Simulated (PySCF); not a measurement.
Positional isomers: butadiene methyl+boryl. All species are isolated molecules in the gas phase. One relaxed conformer stands for each flexible species; it need not be the lowest. Strings in code marks are SMILES. Quantity: electronic energy of isomers of C5H9B relative to `B/C=C/C=C/C` (H–B–C–C torsion 0°, C–C–C–C torsion -180°). Level 1: PBE-D3(BJ)/def2-TZVP // CAM-B3LYP-D3(BJ)/def2-TZVP (PySCF). Level 2: TPSSh-D3(BJ)/def2-TZVP // CAM-B3LYP-D3(BJ)/def2-TZVP (PySCF).

| case | level 1 (kcal/mol) | level 2 (kcal/mol) |
|---|---|---|
| `B/C=C(\C)C=C` (H–B–C–C torsion 0°, C–C–C–C torsion -180°) | 2.7 | 2.5 |
| `B/C=C\C=C/C` (H–B–C–C torsion 180°, C–C–C–C torsion -180°) | 3.8 | 3.7 |
| `B/C(C)=C\C=C` (H–B–C–C torsion -180°, C–C–C–C torsion 180°) | 4.8 | withheld |
| `B/C(C=C)=C/C` (H–B–C–C torsion -180°, C–C–C–C torsion 180°) | 6.1 | 5.7 |
| `B/C(C=C)=C\C` (H–B–C–C torsion -180°, C–C–C–C torsion -179°) | 7.1 | 6.8 |
| `BC(=C)C(=C)C` (H–B–C–C torsion 0°, C–C–C–C torsion 180°) | 7.8 | 7.2 |

### Question
Fit level 2 = a + b·x to the 5 complete rows by least squares, with x = level 1 in kcal/mol. Give a, b and the rms residual, and predict the withheld value.

### Answer
Means of the 5 rows: x̄ = 5.5, ȳ = 5.18 kcal/mol. Σ(x − x̄)² = 18.94 and Σ(x − x̄)(y − ȳ) = 17.57, so b = 0.928 and a = ȳ − b·x̄ = 0.08 kcal/mol. The rms residual is 0.10 kcal/mol. At x = 4.8 the line gives 4.5 kcal/mol. The run for `B/C(C)=C\C=C` (H–B–C–C torsion -180°, C–C–C–C torsion 180°) gave 4.7 kcal/mol, so the line is off by 0.2 kcal/mol, within twice the rms residual.

Codes: PySCF.
